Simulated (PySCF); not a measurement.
Mo(S)(Cl)(OH)3 (ClH3MoO3S), SMILES [OH][Mo]([OH])([OH])(=[S])[Cl], multiplicity 1. Atoms are numbered in the order given.

```xyz
9

Mo    -0.2088    -0.2095     0.0000
S      1.6202    -1.2522     0.0000
Cl     0.2967     2.1878     0.0000
O     -0.4664     0.2251    -1.8021
H     -0.3564     1.1384    -2.1128
O     -1.5705    -1.4751     0.0000
H     -1.4552    -2.4367     0.0000
O     -0.4664     0.2251     1.8021
H     -0.3564     1.1384     2.1128
```
Charge 0, spin multiplicity 1.

The structure is a stationary point at r2SCAN-D4/def2-SVP. The geometry has at least one imaginary mode, so it is a saddle point at that level. The spin state was assumed, not searched. The def2 effective core potentials stand for the cores of Mo; spin–orbit coupling is left out. Other conformers were not sampled.

The numbers are results of PBE/def2-TZVP in PySCF, not measurements.

Atomic charges (e):

```json
[
 {"atom": "Mo1", "Löwdin": "0.04", "Mulliken": "1.32"},
 {"atom": "S2", "Löwdin": "0.21", "Mulliken": "-0.29"},
 {"atom": "Cl3", "Löwdin": "-0.09", "Mulliken": "-0.40"},
 {"atom": "O4", "Löwdin": "-0.23", "Mulliken": "-0.54"},
 {"atom": "H5", "Löwdin": "0.17", "Mulliken": "0.35"},
 {"atom": "O6", "Löwdin": "-0.22", "Mulliken": "-0.59"},
 {"atom": "H7", "Löwdin": "0.19", "Mulliken": "0.35"},
 {"atom": "O8", "Löwdin": "-0.23", "Mulliken": "-0.54"},
 {"atom": "H9", "Löwdin": "0.17", "Mulliken": "0.35"}
]
```
